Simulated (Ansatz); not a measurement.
Total energies of `[NH2][Ge]1([I])[O][AlH]1`.

| atom | x (Å) | y (Å) | z (Å) |
| --- | --- | --- | --- |
| N1 | 0.793 | 1.590 | 0.198 |
| Ge2 | -0.379 | 0.200 | 0.291 |
| I3 | -2.635 | 1.288 | -0.142 |
| O4 | 0.027 | -1.101 | -1.008 |
| Al5 | -0.041 | -2.116 | 0.353 |
| H6 | 0.426 | 2.424 | -0.239 |
| H7 | 1.691 | 1.348 | -0.199 |
| H8 | 0.118 | -3.632 | 0.747 |

Charge 0, multiplicity 1. Correlated methods include outer-core shells of Ge, I, which these sets cover unevenly. Scalar relativity is left out up to krypton. I: def2 effective core potential. Geometry: relaxed with PBE0-D4/def2-TZVP. It is one conformer, not always the lowest. Basis def2-TZVPP, the Gaussian-basis code of Ansatz.

RPA on PBE orbitals: Hartree–Fock energy of these orbitals -2745.07343 Eh, correlation -1.81109 Eh (frozen core).

| functional | energy without D4 (Eh) | D4 term (kJ/mol) |
| --- | --- | --- |
| LDA (SPW92) | -2743.47961 | – |
| PBE | -2748.47731 | -23.8 |
| revPBE | -2748.86627 | -55.5 |
| BLYP | -2749.06128 | -49.8 |
| r2SCAN | -2749.09935 | -5.4 |
| B97M-V | -2748.58743 | – |
| PBE0 | -2748.57414 | -20.6 |
| B3LYP | -2749.24234 | -39.1 |
| r2SCANh | -2749.06913 | -6.0 |
| r2SCAN0 | -2749.02565 | -6.8 |
| HSE06 (plane-wave form) | -2748.56160 | -19.7 |
| BHLYP | -2748.93915 | -36.8 |
| CAM-B3LYP | -2749.15907 | -21.8 |
| LC-ωPBE | -2748.67044 | – |
| ωB97X-V | -2748.79111 | – |
| ωB97M-V | -2748.89311 | – |
| B2PLYP | -2748.34343 | – |
| PBE-QIDH | -2747.98884 | – |

B3LYP takes the VWN-RPA correlation (the form of Gaussian; ORCA's B3LYP/G). HSE06 is the plane-wave form, built on full-range PBE exchange. The double hybrids freeze the cores in their second-order part.

LC-ωPBE has ω = 0.4 bohr⁻¹.
